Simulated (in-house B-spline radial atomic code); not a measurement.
The tin ion Sn²⁺ is squeezed into an impenetrable sphere of radius R (the orbitals vanish at R). Computed with a radial B-spline atomic code at the basis-set limit: scalar-relativistic (X2C) Hartree-Fock, spin-polarised, averaged over the determinants with the given up and down occupations, Fermi nucleus of rms radius 4.6519 fm.

Energies in eV above the free ion in [Kr] 4d10 5s2:

| R (bohr) | highest level (eV) | [Kr] 4d10 5s2 | [Ar] 3d10 4s2 4p5 4d10 5s2 5d1 | [Kr] 4d10 4f1 5s1 |
| --- | --- | --- | --- | --- |
| 8.56 | -28.8 | 0.0001538 | 111.3 | 21.2 |
| 5.84 | -28.7 | 0.0832 | 112.7 | 24.09 |
| 5.05 | -28.5 | 0.4146 | 114.6 | 26.43 |
| 4.43 | -27.8 | 1.378 | 118.1 | 29.56 |
| 3.45 | -23.7 | 8.782 | 135.4 | 40.77 |
| 2.9 | -15.6 | 26.11 | 166.9 | 58.22 |
| 2.61 | -6.26 | 48.44 | 202.7 | 78.12 |
| 2.21 | 20.7 | 123.1 | 309.9 | 141.4 |
| 1.69 | 127 | 503.1 | 790.6 | 462.7 |
| 1.41 | 285 | 1210 | 1619 | 1073 |

Problem. Does [Ar] 3d10 4s2 4p5 4d10 5s2 5d1 fall below [Kr] 4d10 5s2 under compression?

Solution. No, it stays above over the whole range.

Problem. Does [Kr] 4d10 4f1 5s1 fall below [Kr] 4d10 5s2 under compression?

Solution. Yes, between R = 2.21 and 1.69 bohr the order changes (near 2.05 bohr by linear interpolation).

The highest level is first positive in the row R = 2.21 bohr, pushed up by confinement above the zero of the free ion's potential. Each configuration is held fixed and needn't be the lowest in the sphere.
